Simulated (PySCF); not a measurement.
NICS in isomers of C6H8NP.

Probes without a nucleus sit at each ring's centroid and 1 Å off its mean plane on both sides; NICS is minus the shielding there, NICSzz its component along the normal. Level: GIAO PBE0/pcSseg-1 (PySCF, non-relativistic, gas phase) on the GFN2-xTB geometries, one conformer each. Atom numbers follow the mapped SMILES.

Question: Order these rings by mean NICS(1)zz, lowest (most negative) first (ppm).
A. ring P4–C5–C6–C7–C8 in `[N:1]#[C:2][CH2:3][P:4]1[CH:5]=[CH:6][CH2:7][CH2:8]1`
B. ring C3–C4–C5–N6–C7–C8 in `[CH3:1][PH:2][c:3]1[cH:4][cH:5][n:6][cH:7][cH:8]1`
C. ring C3–C4–C5–P6–C7–N8 in `[CH3:1][CH2:2][c:3]1[cH:4][cH:5][p:6][cH:7][n:8]1`
D. ring C2–C3–C4–P5–C6–N8 in `[CH3:1][c:2]1[cH:3][cH:4][p:5][c:6]([CH3:7])[n:8]1`

Answer: B (-26.9), C (-25.7), D (-24.4), A (-6.5).

```csv
SMILES,ring,NICS(0),NICS(1),NICS(1)zz,HOMA,rms pucker (Å),ring atoms with four or more neighbours
CPc1ccncc1,6-membered ring with N; formal bonds all aromatic,-6.7,-10.8,-26.9,0.99,0.01,0
CCc1ccpcn1,6-membered ring with N and P; formal bonds all aromatic,-6.4,-10.5,-25.7,0.90,0.00,0
Cc1ccpc(C)n1,6-membered ring with N and P; formal bonds all aromatic,-6.2,-10.2,-24.4,0.87,0.00,0
N#CCP1C=CCC1,"5-membered ring with P; formal bonds 1 double, 4 single",-3.5,-3.6,-6.5,–,0.04,2
```

NICS(0) gives the same order. The isotropic NICS(1) gives the same order. HOMA uses Krygowski's 1993 parameters; it is left out where a ring has a four-coordinate atom, a triple bond, no multiple bond or a kind of bond without parameters. NICS(1) and NICS(1)zz are means over the two faces.
